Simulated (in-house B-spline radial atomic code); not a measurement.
# Fe5+: [Ne] 3s2 3p5 3d3 6s1 (an excited or competing configuration)

All numbers are computed (Dirac-Hartree-Fock, average of configuration; Fermi nucleus of rms radius 3.7377 fm) with a radial B-spline atomic code at the basis-set limit, not measured.

Screening seen three ways: the hydrogenic charge with the same mean radius, Z_r = [3n² - l(l+1)]/(2<r>), the one with the same energy, Z_e = n√(-2ε), and Slater's rules. Values are occupation-weighted means over j.

```tsv
shell	electrons	ε (eV)	<r> (bohr)	Z_r	Z_e	Slater
1s	2	-7293.3	0.05842	25.68	23.15	25.70
2s	2	-997.26	0.2648	22.66	17.12	21.85
2p	6	-862.83	0.2348	21.29	15.93	21.85
3s	2	-215.84	0.7724	17.48	11.95	15.10
3p	5	-175.48	0.7966	15.69	10.77	15.10
3d	3	-117.08	0.8223	12.77	8.80	8.30
6s	1	-21.517	5.723	9.44	7.55	6.00
```

The least bound orbital is 6s1/2 at -21.52 eV, and it is also the most diffuse (<r> = 5.723 bohr).

Spin-orbit splittings of the orbital energies (j = l + 1/2 above j = l - 1/2 when positive): 2p 12.7 eV, 3p 1.848 eV, 3d 0.221 eV.

For the 1s electron the small component carries 0.875 % of the norm, the zero-frequency Breit interaction raises the level by 8.36 eV, self-energy by 4.123 eV, and vacuum polarisation lowers it by 0.3513 eV.
